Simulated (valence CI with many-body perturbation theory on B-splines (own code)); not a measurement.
## Co¹⁴⁺: electric-dipole lines

Computed by configuration interaction combined with many-body perturbation theory (CI+MBPT): three valence electrons over a frozen Dirac-Fock core [Ne], a basis of 11 s, 11 p, 10 d, 8 f, 5 g, 2 h functions for each j, with the one-electron correlation potential Σ1 (screened to all orders), the two-electron term Σ2, the three-electron term Σ3, Breit, model QED; selected single and double excitations, second order for the rest, scaled by the run's own slope (own B-spline code, finite nucleus).

No measured spectrum was set against this ion. As an estimate, levels of excited configurations hold to 0.05 to 0.15 % of their energy, terms of the ground configuration to about 0.5 %.

Lines 51 to 100 of 587 in falling wavelength, among levels below 2081000 cm⁻¹, chosen from the strongest by gf and those to the six lowest levels. Wavelengths and rates use the calculated energies, so an error of 300 cm⁻¹ moves a line at 34.87 nm by 0.1 % and its rate by three times that or more. Electric multipoles are in the length gauge with retardation, E1 and E2 with the static RPA response of the core. Weak lines are less certain than strong ones. Lines between different terms over intervals too small for the method are left out, as are lines whose strength nearly cancels. Where a level lies close to another of its J and parity, the split of strength between their lines is uncertain. The highest levels of a list are the least certain.

Names give the largest LS component (configuration and term), which can be under half, so a name can repeat, a term be missing and a line seem to break the LS rules; names also repeat where a configuration has a term twice. Letters in brackets count levels of one name in rising energy.

```tsv
λ vac (nm)	Upper	Lower	A (s⁻¹)	S (a.u.) with core polarisation	S without
34.87	3p.3d2 4D°_5/2 [a]	3s.3d2 4P_5/2	1.76e+09	2.21e-01	2.29e-01
34.77	3p.3d2 4D°_5/2 [a]	3s.3d2 4P_3/2	1.68e+09	2.09e-01	2.16e-01
34.32	3p2.3d 4F_3/2	3s.3p.3d 4D°_1/2	2.87e+09	2.29e-01	2.37e-01
34.30	3p.3d2 4D°_7/2 [a]	3s.3d2 4P_5/2	2.11e+09	3.35e-01	3.48e-01
34.24	3p.3d2 2P°_3/2 [a]	3s.3d2 2D_5/2	4.16e+09	3.29e-01	3.41e-01
34.17	3p2.3d 4F_7/2	3s.3p.3d 4D°_5/2	1.22e+09	1.92e-01	1.99e-01
34.15	3p2.3d 2G_7/2	3s.3p.3d 2F°_5/2 [a]	5.02e+09	7.90e-01	8.18e-01
33.74	3p3 2D°_3/2	3s.3p2 2D_3/2	2.21e+09	1.67e-01	1.74e-01
33.49	3p3 2D°_5/2	3s.3p2 2D_5/2	3.29e+09	3.65e-01	3.80e-01
33.47	3p2.3d 4F_5/2	3s.3p.3d 4D°_3/2	2.89e+09	3.20e-01	3.32e-01
33.44	3p.3d2 4P°_3/2	3s.3d2 4P_5/2	3.79e+09	2.80e-01	2.90e-01
33.36	3p2.3d 2F_5/2 [b]	3s.3p.3d 2F°_7/2 [b]	1.81e+09	1.99e-01	2.06e-01
33.36	3s.3p2 2D_3/2	3s2.3p 2P°_3/2	5.99e+07	4.39e-03	4.57e-03
33.27	3p.3d2 4P°_3/2	3s.3d2 4P_1/2	3.38e+09	2.46e-01	2.55e-01
33.17	3p2.3d 4F_9/2	3s.3p.3d 4D°_7/2	3.81e+09	6.85e-01	7.11e-01
33.15	3p3 2D°_5/2	3s.3p2 2D_3/2	3.63e+08	3.91e-02	4.06e-02
33.02	3s.3p2 2D_5/2	3s2.3p 2P°_3/2	2.16e+09	2.31e-01	2.39e-01
32.64	3s.3p.3d 2F°_7/2 [a]	3s2.3d 2D_5/2	2.27e+09	3.12e-01	3.24e-01
32.56	3p2.3d 4D_7/2	3s.3p.3d 2D°_5/2 [a]	1.45e+09	1.98e-01	2.05e-01
32.52	3p.3d2 4P°_5/2	3s.3d2 4P_5/2	4.67e+09	4.76e-01	4.93e-01
32.43	3p.3d2 4P°_5/2	3s.3d2 4P_3/2	2.95e+09	2.98e-01	3.09e-01
32.41	3p2.3d 2F_7/2 [b]	3s.3p.3d 2F°_7/2 [b]	3.58e+09	4.82e-01	5.00e-01
32.33	3p2.3d 4F_7/2	3s.3p.3d 4P°_5/2	2.91e+09	3.88e-01	4.03e-01
32.28	3p.3d2 2F°_7/2 [c]	3s.3d2 2F_7/2	2.12e+09	2.81e-01	2.91e-01
32.22	3p3 4S°_3/2	3s.3p2 2D_3/2	1.82e+08	1.20e-02	1.25e-02
32.11	3p.3d2 2F°_7/2 [c]	3s.3d2 2F_5/2	4.85e+09	6.34e-01	6.56e-01
32.06	3p2.3d 4D_3/2	3s.3p.3d 4P°_3/2	2.99e+09	1.94e-01	2.02e-01
32.00	3p2.3d 4D_5/2	3s.3p.3d 4P°_3/2	2.01e+09	1.95e-01	2.02e-01
31.98	3p2.3d 4D_5/2	3s.3p.3d 4D°_5/2	2.78e+09	2.69e-01	2.79e-01
31.45	3p.3d2 4F°_7/2	3s.3d2 4F_9/2	3.76e+09	4.61e-01	4.78e-01
31.37	3p.3d2 2F°_5/2 [b]	3s.3d2 2G_7/2	2.94e+09	2.69e-01	2.78e-01
31.33	3p.3d2 4F°_5/2	3s.3d2 4F_7/2	3.69e+09	3.36e-01	3.48e-01
31.27	3p.3d2 4F°_7/2	3s.3d2 4F_7/2	2.09e+09	2.52e-01	2.61e-01
31.25	3p.3d2 2F°_5/2 [b]	3s.3d2 2D_3/2	6.20e+09	5.60e-01	5.80e-01
31.25	3p.3d2 2F°_5/2 [c]	3s.3d2 2F_5/2	3.82e+09	3.45e-01	3.57e-01
31.23	3p.3d2 2F°_7/2 [a]	3p2.3d 2F_7/2 [b]	1.60e+09	1.93e-01	1.99e-01
31.22	3p.3d2 2G°_9/2 [a]	3s.3d2 4F_9/2	2.93e+09	4.41e-01	4.57e-01
31.19	3p.3d2 4F°_5/2	3s.3d2 4F_5/2	2.11e+09	1.90e-01	1.96e-01
31.19	3p.3d2 2G°_9/2 [b]	3s.3d2 2F_7/2	1.84e+10	2.75e+00	2.85e+00
31.16	3d3 2P_3/2	3p.3d2 2P°_3/2 [c]	3.45e+09	2.06e-01	2.12e-01
31.15	3p.3d2 4F°_3/2	3s.3d2 4F_3/2	6.26e+09	3.74e-01	3.88e-01
31.08	3p.3d2 2F°_7/2 [b]	3s.3d2 2G_9/2	5.13e+09	6.08e-01	6.30e-01
31.07	3p2.3d 4D_7/2	3s.3p.3d 4D°_5/2	1.51e+09	1.78e-01	1.85e-01
31.03	3p.3d2 4D°_7/2 [b]	3s.3d2 4P_5/2	3.00e+09	3.53e-01	3.66e-01
30.98	3s.3p2 2D_3/2	3s2.3p 2P°_1/2	2.83e+09	1.66e-01	1.72e-01
30.98	3p2.3d 4D_7/2	3s.3p.3d 4D°_7/2	2.06e+09	2.42e-01	2.51e-01
30.94	3p.3d2 2F°_7/2 [b]	3s.3d2 2D_5/2	7.63e+09	8.93e-01	9.24e-01
30.93	3p.3d2 4D°_5/2 [b]	3s.3d2 4P_3/2	1.95e+09	1.71e-01	1.78e-01
30.86	3p.3d2 4D°_5/2 [a]	3s.3d2 4F_5/2	3.05e+09	2.65e-01	2.75e-01
30.74	3p.3d2 2G°_7/2 [b]	3s.3d2 2F_7/2	3.28e+09	3.76e-01	3.89e-01
```
